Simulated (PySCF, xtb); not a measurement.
C3H8FNSi, SMILES [SiH3][C@@H](F)/C=N/C. One conformer was computed; it need not be the lowest.

Harmonic wavenumbers (cm⁻¹) from xtb with GFN2-xTB at its own minimum, in rising order: 57, 100, 118, 189, 201, 236, 325, 442, 469, 548, 570, 692, 743, 761, 780, 893, 1018, 1037, 1083, 1107, 1128, 1157, 1244, 1330, 1393, 1460, 1476, 1744, 2286, 2289, 2329, 2829, 2883, 2933, 2980, 2996.

### Question
What does B3LYP-D3(BJ)/def2-SVP in PySCF give at its own minimum? (Estimate from the structure and the level; the computed values follow.)

### Answer
93, 121, 177, 197, 219, 256, 350, 446, 516, 583, 675, 746, 919, 934, 941, 964, 1020, 1061, 1091, 1131, 1148, 1244, 1305, 1359, 1420, 1452, 1469, 1785, 2225, 2246, 2258, 2976, 2985, 3001, 3077, 3097. Paired by order, the mean absolute difference is 57 cm⁻¹ and the zero-point energies are 62.7 and 65.0 kcal/mol.
